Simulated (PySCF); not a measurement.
Species: C₆H₅NO₂.
Atom-mapped SMILES: `[CH3:1][C:2]1=[CH:3][O:4][C:5](=[O:6])[C@@H:7]1[C:8]#[N:9]` (hydrogens: H10, H11, H12 on C1; H13 on C3; H14 on C7)

Level: wB97X-D/def2-SVPD in PySCF, non-relativistic, on one gas-phase PBE0-D3(BJ)/def2-SVP geometry that isn't relaxed in the solvent. The solvent is an IEF-PCM continuum (cavity from Bondi-type radii × 1.2), and excitations are vertical TDDFT with non-equilibrium linear response and a frozen core. Only the electrostatic response of the medium enters.

```json
{"run": "gas", "E − E(gas) (kJ/mol)": "0.00", "HOMO (eV)": "-9.59", "HOMO–LUMO gap (eV)": "10.07", "dipole (D)": "5.62", "lowest singlet (eV)": "5.58", "static polarisability (au)": "75.9"}
{"run": "P", "E − E(gas) (kJ/mol)": "-32.03", "HOMO (eV)": "-9.27", "HOMO–LUMO gap (eV)": "9.95", "dipole (D)": "6.76", "lowest singlet (eV)": "5.44", "static polarisability (au)": "93.1"}
{"run": "Q", "E − E(gas) (kJ/mol)": "-38.45", "HOMO (eV)": "-9.21", "HOMO–LUMO gap (eV)": "9.92", "dipole (D)": "6.99", "lowest singlet (eV)": "5.42", "static polarisability (au)": "97.1"}
```

Question: The runs were made in chloroform and dichloromethane. Which run belongs to which solvent?

Answer: P = chloroform, Q = dichloromethane. The dielectric constants are 4.711 (chloroform), 8.93 (dichloromethane), and the energy falls further as ε rises. The optical constants n² used for the excitations are 2.09, 2.03 in the same order. In this model the ground state sees the solvent through ε alone.

Question: How constant is the ratio of the lowering to (ε − 1)/(2ε + 1)?

Answer: 
| solvent | (ε − 1)/(2ε + 1) | E − E(gas) (kJ/mol) | ratio (kJ/mol) | polarisation term (kJ/mol) |
| --- | --- | --- | --- | --- |
| chloroform | 0.356 | -32.03 | -89.9 | -37.21 |
| dichloromethane | 0.420 | -38.45 | -91.4 | -45.97 |

The ratio changes by +1.7 % in size from chloroform to dichloromethane. The polarisation term is half the interaction of the solute with the induced surface charges.

The pairwise dispersion term of wB97X-D wasn't added to the energies; at a given geometry it leaves orbitals and properties as they are.
